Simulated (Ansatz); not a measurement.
Basis sets compared for Ag₄H₄ (the lowest singlet isomer of a short search). The state is a singlet with charge 0. Geometry r2SCAN-D4/def2-SVP. Ansatz on 4 threads of Arm Neoverse V1 on a shared host; times are rough, and most runs start from earlier orbitals.

```xyz
8

Ag   -1.3902   -1.0905   -0.7010
Ag   -0.7977    1.5298   -0.7979
Ag    0.7977   -1.5298    0.7979
Ag    1.3902    1.0905    0.7010
H    -0.5531   -2.4515    0.0888
H     2.0455   -0.4106    1.4040
H     0.5555    2.4508   -0.0926
H    -2.0479    0.4113   -1.4003
```

In the def2 sets Ag takes a core potential; there is no spin–orbit coupling. The structure comes from a short search, and lower isomers may exist.

Binding counts from free atoms (Ag doublet, H doublet) in the same basis, without a counterpoise term.

```csv
level,functions,energy (Eh),HOMO (eV),LUMO (eV),binding per atom (eV),wall time
PBE-D4/def2-SVP,144,-590.3514,-6.24,-2.56,1.96,2.4 s
PBE-D4/def2-TZVP,184,-590.5079,-6.26,-2.61,1.96,2.9 s
r2SCAN-D4/def2-TZVP,184,-590.6625,-6.38,-2.31,2.03,7 s
PBE0-D4/def2-SVP,144,-590.2790,-7.29,-1.62,1.89,3 s
PBE0-D4/def2-TZVP (with forces),184,-590.4282,-7.30,-1.65,1.90,6 s
```

Estimate the rows for PBE-D4/def2-TZVPD, r2SCAN-D4/def2-TZVPD, PBE0-D4/def2-TZVPD.


```
               level  functions  energy (Eh)  HOMO (eV)  LUMO (eV)  binding per atom (eV)  wall time
   PBE-D4/def2-TZVPD        196    -590.5094      -6.26      -2.61                   1.96      3.1 s
r2SCAN-D4/def2-TZVPD        196    -590.6638      -6.39      -2.32                   2.03        8 s
  PBE0-D4/def2-TZVPD        196    -590.4294      -7.30      -1.65                   1.90      4.6 s
```
